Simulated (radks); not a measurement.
The neon ion Ne+ inside a hard spherical wall (all orbitals vanish at R), configuration held at [He] 2s2 2p5 and not refilled when levels cross. All-electron calculation, non-relativistic Kohn-Sham, r2SCAN, spin-polarised, spherical densities, point nucleus; open shells are filled with parallel spins first; meta-GGA in the generalised Kohn-Sham scheme. Program: a radial shooting solver on a logarithmic mesh with Libxc functionals. Eigenvalues in eV for spin up, with the zero of energy where the potential of the charges vanishes at infinity; a dash marks a level that is unbound or too diffuse for the functional's potential to be trusted. A positive occupied level is held by the wall or, in an anion where self-interaction has pushed it up, behind a barrier. The pressure on the wall is -dE/dV.

[
 {"R (bohr)": "free", "E (hartree)": "-128.10789", "kinetic (hartree)": "127.842", "e(1s)": "-860.02", "e(2s)": "-58.803", "e(2p)": "-34.256", "e(3s, empty)": "-", "e(3p, empty)": "-", "pressure (GPa)": "0"},
 {"R (bohr)": "20", "E (hartree)": "-128.10789", "kinetic (hartree)": "127.842", "e(1s)": "-860.02", "e(2s)": "-58.803", "e(2p)": "-34.256", "e(3s, empty)": "-", "e(3p, empty)": "-", "pressure (GPa)": "< 0.0001"},
 {"R (bohr)": "15", "E (hartree)": "-128.10789", "kinetic (hartree)": "127.842", "e(1s)": "-860.02", "e(2s)": "-58.803", "e(2p)": "-34.256", "e(3s, empty)": "-", "e(3p, empty)": "-", "pressure (GPa)": "< 0.0001"},
 {"R (bohr)": "12", "E (hartree)": "-128.10789", "kinetic (hartree)": "127.842", "e(1s)": "-860.02", "e(2s)": "-58.803", "e(2p)": "-34.256", "e(3s, empty)": "-", "e(3p, empty)": "-", "pressure (GPa)": "< 0.0001"},
 {"R (bohr)": "8", "E (hartree)": "-128.10789", "kinetic (hartree)": "127.842", "e(1s)": "-860.02", "e(2s)": "-58.803", "e(2p)": "-34.256", "e(3s, empty)": "-", "e(3p, empty)": "-", "pressure (GPa)": "< 0.0001"},
 {"R (bohr)": "3.5", "E (hartree)": "-128.09832", "kinetic (hartree)": "127.929", "e(1s)": "-859.52", "e(2s)": "-58.475", "e(2p)": "-33.890", "e(3s, empty)": "5.854", "e(3p, empty)": "12.910", "pressure (GPa)": "5.27"},
 {"R (bohr)": "2.5", "E (hartree)": "-127.93400", "kinetic (hartree)": "128.944", "e(1s)": "-854.85", "e(2s)": "-55.568", "e(2p)": "-30.545", "e(3s, empty)": "34.128", "e(3p, empty)": "42.284", "pressure (GPa)": "192"}
]
